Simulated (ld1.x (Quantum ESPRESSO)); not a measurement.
S (Z = 16) TM: all-electron and pseudo phase curves

* Element: sulfur (S)
* Generator: ld1.x (Quantum ESPRESSO) 7.5
* Type: norm-conserving Troullier–Martins (Kleinman–Bylander form)
* Functional: PBEsol
* Relativity: non-relativistic
* Frozen core: [Ne]
* Valence charge: 6
* Reference configuration: 3s1.75 3p4.25
* Partial waves: 3s (bound): rc 1.10 bohr; 3p (bound): rc 1.75 bohr
* Local potential: all-electron potential smoothed inside 1.00 bohr (lloc = -2)
* Core correction: a·sin(br)/r model core inside 0.90 bohr

The phase is arctan(r·u′/u) with u = r·R(r), unwrapped; energies in Ry, scanned from -3 to 5 Ry. A pole is an energy at which the radial function vanishes at the test radius. The pseudo phase is shifted by a multiple of π to meet the all-electron one at the reference energy, and phase errors are pseudo minus all-electron; the curves can meet again beyond the range given. Levels narrower than the energy grid can be missing from the lists of poles.

| channel | radius (bohr) | reference energy (Ry) | poles, all-electron | poles, pseudo | unbroken range about the reference energy with phases within 0.05 rad | phase error 1 Ry above the reference energy (rad) |
| --- | --- | --- | --- | --- | --- | --- |
| s | 1.91 | -1.27 | 0.90 | 0.76 | below 2.0 | -0.005 |
| p | 1.91 | -0.52 | 2.05 | 1.96 | below 4.3 | -0.003 |

Phases in the s channel:

| E (Ry) | all-electron | pseudo |
| --- | --- | --- |
| -3.00 | 1.009 | 1.005 |
| -2.52 | 0.815 | 0.809 |
| -2.04 | 0.390 | 0.384 |
| -1.56 | -0.401 | -0.403 |
| -1.08 | -1.007 | -1.007 |
| -0.60 | -1.282 | -1.284 |
| -0.12 | -1.421 | -1.427 |
| 0.36 | -1.506 | -1.516 |
| 0.84 | -1.565 | -1.580 |
| 1.32 | -1.611 | -1.634 |
| 1.80 | -1.649 | -1.687 |
| 2.28 | -1.684 | -1.749 |
| 2.76 | -1.719 | -1.844 |
| 3.24 | -1.755 | -2.068 |
| 3.72 | -1.796 | -3.242 |
| 4.20 | -1.846 | -4.396 |
| 4.68 | -1.909 | -4.616 |
